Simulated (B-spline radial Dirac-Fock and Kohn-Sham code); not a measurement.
Elastic electron scattering at 1 keV, K to Nb

Method: relativistic (Dirac) partial waves in the static field of the Dirac-Fock atom with Furness-McCarthy exchange, without polarisation or absorption potentials. Computed with an atomic code on a B-spline grid. σ_tr1 and σ_tr2 weight the cross section with 1 − P₁ and 1 − P₂ of cos θ; "backward" is the share scattered beyond 90°.

```
 Z  element  σ (a₀²)  σ_tr1 (a₀²)  σ_tr2 (a₀²)  backward (%)  dσ/dΩ at 90° (a₀²/sr)
19        K     6.71        0.726         1.10           3.7                 0.0397
20       Ca     7.95        0.781         1.17           3.3                 0.0411
21       Sc     7.73        0.831         1.22           3.7                 0.0426
22       Ti     7.43        0.880         1.26           4.1                 0.0440
23        V     7.11        0.927         1.30           4.6                 0.0453
24       Cr     6.05        0.968         1.30           5.9                 0.0464
25       Mn     6.50         1.02         1.34           5.8                 0.0474
26       Fe     6.21         1.06         1.35           6.4                 0.0481
27       Co     5.94         1.10         1.35           7.1                 0.0485
28       Ni     5.69         1.13         1.35           7.8                 0.0487
29       Cu     4.88         1.16         1.32           9.5                 0.0487
30       Zn     5.24         1.20         1.32           9.2                 0.0489
31       Ga     5.95         1.24         1.34           8.4                 0.0493
32       Ge     6.38         1.28         1.35           8.1                 0.0499
33       As     6.63         1.32         1.37           8.0                 0.0508
34       Se     6.77         1.36         1.40           8.1                 0.0519
35       Br     6.81         1.40         1.42           8.3                 0.0534
36       Kr     6.79         1.44         1.44           8.5                 0.0551
37       Rb     8.90         1.48         1.49           6.6                 0.0571
38       Sr     10.5         1.53         1.54           5.8                 0.0595
40       Zr     10.5         1.62         1.62           6.0                 0.0651
41       Nb     9.47         1.66         1.64           6.9                 0.0684
```
